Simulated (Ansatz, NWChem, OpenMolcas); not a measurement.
Abstraction of Cl: BClF2 + MgH → BF2 + MgHCl

Gas-phase species: BClF2 (chlorodifluoroborane) `FB(F)Cl`, singlet; MgH, doublet; BF2 `F[B]F`, doublet; MgHCl `[MgH][Cl]`, singlet. A radical takes Cl: the energy is the difference in strength between the B–Cl bond broken and the Mg–Cl bond made.

Shapes, held fixed at every level: PBE0-D4/def2-TZVP. Programs: Ansatz 0.2.0, NWChem 7.3.0, OpenMolcas 26.06. A level may come from different programs for different species; with the same settings they agree closely. The zero-point and thermal change to 298 K, harmonic and unscaled (PBE0-D4/def2-TZVP), is -1.2 kJ/mol.

(1) Estimate ΔH(298 K) of this reaction.

## Answers

(1) The highest level, CCSD(T)/def2-TZVPP, gives ΔH(298 K) = +40.2 kJ/mol; the levels span +26.8 to +67.2. The column of differences is taken from that level and isn't an error. No measured value is set beside it here. Open shells run unrestricted. Outer-core shells of Mg are correlated, in sets that cover them unevenly. Sets without diffuse functions underbind ionic bonds of s-block metals.

| level | kind | ΔH(298 K) (kJ/mol) | less CCSD(T)/def2-TZVPP |
| --- | --- | --- | --- |
| MP2/def2-TZVPP | perturbation theory | +39.7 | -0.5 |
| HF/def2-SVP | Hartree–Fock | +26.8 | -13.4 |
| SPW92/def2-TZVPP | LDA | +67.2 | +27.0 |
| r2SCAN-D4/def2-TZVPP | meta-GGA | +31.3 | -8.9 |
| B3LYP/6-31G* (Cartesian functions) | global hybrid | +47.5 | +7.3 |
| wB97M-V/def2-TZVPP | range-separated hybrid | +36.8 | -3.4 |
| CCSD(T)/def2-TZVPP | coupled cluster or CI | +40.2 | 0.0 |
